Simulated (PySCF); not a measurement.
C3H2N, doublet, at a GFN2-xTB geometry. Base run: PBE/6-31G (PySCF).

Here is a job for PySCF.
```python
from pyscf import gto, scf, dft

mol = gto.Mole()
mol.atom = '''
    C    -0.158959   -1.796968    0.018370
    C    -0.045222   -0.511216    0.005226
    C     0.071111    0.803887   -0.008218
    H    -1.121456   -2.295012    0.006445
    H     0.701195   -2.455879    0.042123
    N     0.174097    1.968096   -0.020120
'''
mol.basis = '6-31g'
mol.charge = 0
mol.spin = 1
mol.verbose = 4
mol.build()

mf = dft.UKS(mol)
mf.xc = 'pbe'
mf.kernel()
```

Each row names what was changed in the base input (with any setting that the change needs).

| change | ΔE vs base (mEh) | SCF cycles | <S^2> |
|---|---|---|---|
| base | 0.000 | 13 | 0.763 |
| level_shift = 0.5 (with mf.max_cycle = 100) | 0.000 | 27 | 0.763 |
| init_guess = 1e | 0.000 | 15 | 0.763 |
| level_shift = 0.1 (with mf.max_cycle = 100) | 0.000 | 14 | 0.763 |
| DIIS = ADIIS | 0.000 | 26 | 0.763 |
| conv_tol = 1e-6 | 0.000 | 9 | 0.763 |
| level_shift = 1.0 (with mf.max_cycle = 100) | 0.000 | 43 | 0.763 |
| init_guess = sap | 0.000 | 15 | 0.763 |
| diis_space = 4 | 0.000 | 19 | 0.763 |
| init_guess = atom | 0.000 | 12 | 0.763 |
| conv_tol_grad = 1e-3 | 0.000 | 13 | 0.763 |
| init_guess = mod_huckel | 0.000 | 16 | 0.763 |
| init_guess = vsap | 0.000 | 13 | 0.763 |

Open shells are given as the SCF converged; they aren't shown to be the lowest states, and a large step between rows can be another state.
